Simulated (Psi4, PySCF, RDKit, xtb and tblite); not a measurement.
Relaxed torsion scan: C6H16Ge, SMILES CC(C)(C)C[CH2][GeH3]. Scanned: dihedral C2–C5–C6–Ge7; all other coordinates were relaxed at GFN2-xTB. Points at φ and −φ are mirror images.

Atom numbering (GFN2-xTB optimised geometry, Å):
```
23

C     -1.1414    -1.5051     0.5057
C     -0.9977    -0.0238     0.1485
C     -1.7223     0.8125     1.2092
C     -1.6440     0.2392    -1.2137
C      0.4826     0.4000     0.1463
C      1.3800    -0.3123    -0.8602
Ge     3.2413     0.3263    -0.7306
H     -0.6405    -1.7226     1.4469
H     -2.1927    -1.7648     0.6101
H     -0.7155    -2.1393    -0.2677
H     -1.2876     0.6457     2.1925
H     -2.7759     0.5455     1.2522
H     -1.6483     1.8731     0.9782
H     -1.4971     1.2746    -1.5140
H     -2.7135     0.0464    -1.1639
H     -1.2230    -0.4069    -1.9799
H      0.8861     0.2362     1.1505
H      0.5299     1.4764    -0.0460
H      1.3675    -1.3893    -0.6886
H      1.0225    -0.1439    -1.8768
H      3.3370     1.7972    -0.9861
H      3.8093     0.0893     0.6329
H      4.1436    -0.3542    -1.7118
```

- RMP2/6-31G* = restricted MP2 (frozen core)/6-31G*, spherical d // GFN2-xTB (PySCF 2.14.0)
- RKS-B3LYP/6-31G* = restricted B3LYP/6-31G*, spherical d, density fitting // GFN2-xTB in PySCF 2.14.0
- PBE/def2-SVP // GFN2-xTB (Psi4)
- GFN2-xTB (xtb and tblite)
- UFF // GFN2-xTB (RDKit)
- PBE-D3(BJ)/def2-SVP // GFN2-xTB (Psi4)

Energies in kJ/mol, each method relative to its own lowest point.

| φ / ° | RMP2/6-31G* | RKS-B3LYP/6-31G* | PBE/def2-SVP | GFN2-xTB | UFF | PBE-D3(BJ)/def2-SVP |
|---|---|---|---|---|---|---|
| -150 | 5.1 | 5.1 | 4.8 | 4.1 | 9.1 | 4.6 |
| -120 | 12.1 | 12.4 | 11.4 | 8.4 | 17.2 | 10.1 |
| -90 | 12.4 | 13.5 | 10.6 | 3.9 | 16.2 | 8.1 |
| -60 | 13.2 | 14.2 | 10.4 | 3.6 | 32.7 | 7.2 |
| -30 | 26.2 | 25.6 | 20.8 | 14.9 | 65.2 | 17.6 |
| 0 | 40.5 | 38.0 | 33.0 | 26.6 | 87.7 | 30.1 |
| 30 | 26.2 | 25.6 | 20.8 | 14.9 | 65.2 | 17.6 |
| 60 | 13.2 | 14.2 | 10.4 | 3.6 | 32.7 | 7.2 |
| 90 | 12.4 | 13.5 | 10.6 | 3.9 | 16.2 | 8.1 |
| 120 | 12.1 | 12.4 | 11.4 | 8.4 | 17.2 | 10.1 |
| 150 | 5.1 | 5.1 | 4.8 | 4.1 | 9.1 | 4.6 |
| 180 | 0.0 | 0.0 | 0.0 | 0.0 | 0.0 | 0.0 |

Root-mean-square difference from the PBE-D3(BJ)/def2-SVP profile, itself a level with limits, after the best constant shift (kJ/mol): RMP2/6-31G* 3.4, RKS-B3LYP/6-31G* 3.0, PBE/def2-SVP 1.2, GFN2-xTB 1.5, UFF 19.3.
